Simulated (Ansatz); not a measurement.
SiH(NHMe)3 (C₃H₁₃N₃Si). Total charge 0; singlet. Geometry r2SCAN-D4/def2-SVP.

```xyz
20

Si    0.347    0.043   -0.113
H     0.870   -0.646   -1.338
N     1.247    0.074    1.361
C     1.403   -1.007    2.311
H     1.965    0.790    1.428
H     1.311   -0.658    3.357
H     0.609   -1.750    2.142
H     2.372   -1.536    2.223
N    -1.078   -0.870    0.265
C    -1.888   -1.619   -0.671
H    -1.552   -0.663    1.141
H    -2.797   -1.082   -1.009
H    -1.295   -1.845   -1.572
H    -2.215   -2.589   -0.253
N     0.309    1.713   -0.577
C     0.107    2.215   -1.920
H     0.098    2.395    0.147
H     0.742    3.094   -2.132
H     0.387    1.437   -2.649
H    -0.941    2.503   -2.141
```

Q: Estimate the orbital energies around the gap (eV) in Ansatz with HF/STO-3G, PBE-D4/def2-SVP, revPBE-D4/def2-TZVP, PBE0-D4/def2-SVP, ωB97M-V/def2-TZVP.

A: 
```csv
orbital,HF/STO-3G,PBE-D4/def2-SVP,revPBE-D4/def2-TZVP,PBE0-D4/def2-SVP,ωB97M-V/def2-TZVP
HOMO−13,-15.85,-11.42,-11.50,-13.16,-15.75
HOMO−12,-14.94,-11.00,-11.04,-12.65,-15.15
HOMO−11,-14.80,-10.19,-10.24,-11.86,-14.45
HOMO−10,-14.59,-9.97,-10.02,-11.59,-14.12
HOMO−9,-14.56,-9.86,-9.94,-11.53,-14.08
HOMO−8,-13.62,-9.77,-9.84,-11.42,-13.93
HOMO−7,-13.29,-9.54,-9.60,-11.11,-13.57
HOMO−6,-13.25,-8.89,-8.96,-10.44,-12.91
HOMO−5,-11.80,-8.18,-8.24,-9.69,-12.10
HOMO−4,-11.64,-8.05,-8.13,-9.54,-11.96
HOMO−3,-11.25,-7.77,-7.86,-9.23,-11.71
HOMO−2,-8.08,-5.45,-5.62,-6.91,-9.50
HOMO−1,-7.49,-4.90,-5.10,-6.33,-8.88
HOMO,-7.26,-4.61,-4.78,-6.02,-8.52
LUMO,12.82,0.95,0.40,1.84,2.51
LUMO+1,13.48,1.18,0.60,2.08,2.76
LUMO+2,15.02,1.41,0.76,2.33,2.93
LUMO+3,15.19,1.98,1.33,2.91,3.52
LUMO+4,17.61,2.29,1.69,3.24,3.94
LUMO+5,17.91,2.44,1.98,3.40,4.27
```
